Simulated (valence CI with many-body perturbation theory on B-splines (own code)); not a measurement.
**Energy levels of Eu LVII**

Calculated by relativistic CI+MBPT: five valence electrons over a frozen Dirac-Fock core [He], radial functions for each j: 9 s, 9 p, 8 d, 6 f, 3 g, 1 h, with the one-electron correlation potential Σ1, the two-electron term Σ2, the three-electron term Σ3, Breit, model QED; selected CI, second order for the rest (own B-spline code, finite nucleus).

No measured spectrum was set against this ion. As an estimate, large intervals hold to a few tenths of a per cent, small ones and those within an open d or f shell to about a per cent. Among the levels kept, up to 1200 cm⁻¹ of a level comes from second order outside the variational space, and about a tenth of that is noise between levels of different J, which matters for small intervals.

Levels 46 to 75 of 75, with energies above the lowest level, (2s^2 2p1/2^2 2p3/2) J=3/2. "Leading %" is the weight of the configuration and term that name the level; weights of strongly mixed levels are sums over their largest components and can fall short. In the jj column 3d3/2^4 stands for four electrons in 3d with j = 3/2. Lifetimes count E1, E2, E3, M1 and M2 decay at the calculated energies, and are blank where another channel may lead or the interval is too uncertain; long ones can be off by a factor of two.

```
No.  Configuration  Term    J  E (Ry)  Leading %  Lifetime                      Leading jj
 46      2s.2p3.3p    2P  1/2  543.13         25   1.42 fs   2s 2p1/2^2 2p3/2 3p1/2 (75 %)
 47     2s2.2p2.3d    2D  3/2  543.20         19   1.47 fs   2s 2p1/2^2 2p3/2 3p1/2 (59 %)
 48     2s2.2p2.3d    2D  5/2  543.60         34   1.32 fs   2s^2 2p1/2 2p3/2 3d3/2 (92 %)
 49     2s2.2p2.3d    2D  3/2  544.38         28   3.53 fs   2s^2 2p1/2 2p3/2 3d3/2 (57 %)
 50     2s2.2p2.3d    4P  1/2  544.89         26   1.98 fs   2s^2 2p1/2 2p3/2 3d3/2 (75 %)
 51     2s2.2p2.3d    4D  7/2  544.96         46   46.2 fs   2s^2 2p1/2 2p3/2 3d5/2 (99 %)
 52     2s2.2p2.3d    2P  3/2  546.17         38   1.59 fs   2s^2 2p1/2 2p3/2 3d5/2 (96 %)
 53     2s2.2p2.3d    2F  5/2  546.33         43   1.28 fs   2s^2 2p1/2 2p3/2 3d5/2 (96 %)
 54     2s2.2p2.3d    2G  9/2  546.34         64   18.0 ps  2s^2 2p1/2 2p3/2 3d5/2 (100 %)
 55     2s2.2p2.3d    2D  5/2  547.43         61    924 as   2s^2 2p1/2 2p3/2 3d5/2 (97 %)
 56     2s2.2p2.3d    2F  7/2  547.96         68    849 as   2s^2 2p1/2 2p3/2 3d5/2 (97 %)
 57     2s2.2p2.3d    2D  3/2  548.26         58   1.27 fs   2s^2 2p1/2 2p3/2 3d5/2 (99 %)
 58     2s2.2p2.3d    2P  1/2  548.59         59   1.17 fs   2s^2 2p1/2 2p3/2 3d5/2 (99 %)
 59      2s.2p3.3p    4D  7/2  552.58         48    258 fs   2s 2p1/2^2 2p3/2 3p3/2 (98 %)
 60      2s.2p3.3p    4P  3/2  553.16         32   5.82 fs   2s 2p1/2^2 2p3/2 3p3/2 (98 %)
 61      2s.2p3.3p    4P  5/2  554.26         38   6.24 fs   2s 2p1/2^2 2p3/2 3p3/2 (98 %)
 62      2s.2p3.3p    2P  1/2  554.54         38   3.52 fs   2s 2p1/2^2 2p3/2 3p3/2 (99 %)
 63      2s.2p3.3p    2D  5/2  558.34         31   7.87 fs   2s 2p1/2^2 2p3/2 3p3/2 (99 %)
 64      2s.2p3.3d   4D°  5/2  558.70         30   13.6 fs   2s 2p1/2^2 2p3/2 3d3/2 (98 %)
 65      2s.2p3.3d   4D°  3/2  559.00         28   6.36 fs   2s 2p1/2^2 2p3/2 3d3/2 (99 %)
 66      2s.2p3.3d   4F°  7/2  559.19         24    448 fs   2s 2p1/2^2 2p3/2 3d3/2 (93 %)
 67      2s.2p3.3d   4P°  1/2  559.21         46   16.4 fs   2s 2p1/2^2 2p3/2 3d3/2 (99 %)
 68      2s.2p3.3p    2P  3/2  559.35         34   8.93 fs   2s 2p1/2^2 2p3/2 3p3/2 (99 %)
 69      2s.2p3.3p    4P  1/2  559.65         41   94.6 fs   2s 2p1/2^2 2p3/2 3p3/2 (99 %)
 70      2s.2p3.3d   4F°  9/2  562.23         49   15.3 ps   2s 2p1/2^2 2p3/2 3d5/2 (99 %)
 71      2s.2p3.3d   2D°  3/2  563.33         28   8.28 fs   2s 2p1/2^2 2p3/2 3d3/2 (55 %)
 72      2s.2p3.3d   2D°  5/2  563.74         30   1.85 fs   2s 2p1/2^2 2p3/2 3d5/2 (97 %)
 73      2s.2p3.3d   4D°  7/2  564.31         41    988 as   2s 2p1/2^2 2p3/2 3d5/2 (93 %)
 74      2s.2p3.3d   2F°  5/2  564.42         34   9.90 fs   2s 2p1/2^2 2p3/2 3d3/2 (97 %)
 75      2s.2p3.3d   4D°  1/2  564.76         55   3.03 fs   2s 2p1/2^2 2p3/2 3d3/2 (80 %)
```
